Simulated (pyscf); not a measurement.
# `[SiH3][S][GeH3]`, singlet

Gas-phase minimum from PySCF at ωB97X-D3(BJ)/def2-SVP, one conformer. 

```xyz
9

Si     0.7892     0.1365     0.2195
S      0.3772    -1.4673     1.5707
Ge    -1.8388    -1.3838     1.4244
H      0.2450    -0.1600    -1.1369
H      2.2676     0.2825     0.1526
H      0.1735     1.4065     0.7013
H     -2.2645    -1.6207    -0.0318
H     -2.3673    -2.4928     2.3380
H     -2.3309    -0.0059     1.8901
```
Charge 0, spin multiplicity 1.

Bonded distances (Å): Si1–S2 2.137, Si1–H4 1.491, Si1–H5 1.487, Si1–H6 1.491, S2–Ge3 2.222, Ge3–H7 1.536, Ge3–H8 1.531, Ge3–H9 1.535. Bond angles (°): S2–Si1–H4 110.8, S2–Si1–H5 107.1, S2–Si1–H6 110.8, H4–Si1–H5 110.0, H4–Si1–H6 108.2, H5–Si1–H6 110.0, Si1–S2–Ge3 97.0, S2–Ge3–H7 109.5, S2–Ge3–H8 106.1, S2–Ge3–H9 109.5, H7–Ge3–H8 111.0, H7–Ge3–H9 109.7, H8–Ge3–H9 111.0.

Properties at ωB97X-D3(BJ)/def2-SVP:

```json
{
  "harmonic_wavenumbers_unscaled": "25, 105, 121, 415, 526, 586, 592, 650, 671, 858, 889, 905, 946, 950, 979, 2191, 2196, 2219, 2253, 2256, 2283 cm⁻¹",
  "zero_point_energy": "32.3 kcal/mol",
  "rotational_symmetry_number": "1",
  "Entropy of this conformer at 298 K and 1 atm, rigid rotor and harmonic oscillator, modes under 100 cm⁻¹ raised to 100": "340.9 J/(mol K)",
  "dipole_moment": "1.36 D"
}
```

Single-point totals, which compare only within one level (frozen core for MP2 and CC):

| level | total energy (hartree) |
|---|---|
| ωB97X-D3(BJ)/def2-TZVP | -2768.36174 |
| PBE/def2-TZVP | -2767.69682 |
| r²SCAN/def2-TZVP | -2768.28453 |
| B3LYP-D3(BJ)/def2-TZVP | -2768.45599 |
| PBE0-D3(BJ)/def2-TZVP | -2767.82885 |
| M06-2X/def2-TZVP | -2768.30184 |
| ωB97M-D3(BJ)/def2-TZVP | -2768.45797 |
| HF/def2-TZVPP | -2765.38764 |
| MP2/def2-TZVPP | -2765.95795 |
| CCSD/def2-TZVPP | -2766.00570 |
| CCSD(T)/def2-TZVPP | -2766.02965 |

The lowest mode is so soft that the shape along it may change with the basis. Soft torsions are taken as harmonic, which can shift the entropy by several J/(mol K). The CCSD(T) − MP2 part came from Ansatz, without density fitting, on the same reference. The frozen core leaves the outer d or s,p core shells of the metals and heavy elements correlated in the MP2 and CC values, and def2-TZVPP describes them poorly, so these totals are far from the basis limit. Elements up to Kr have no core potential and no relativistic terms here.
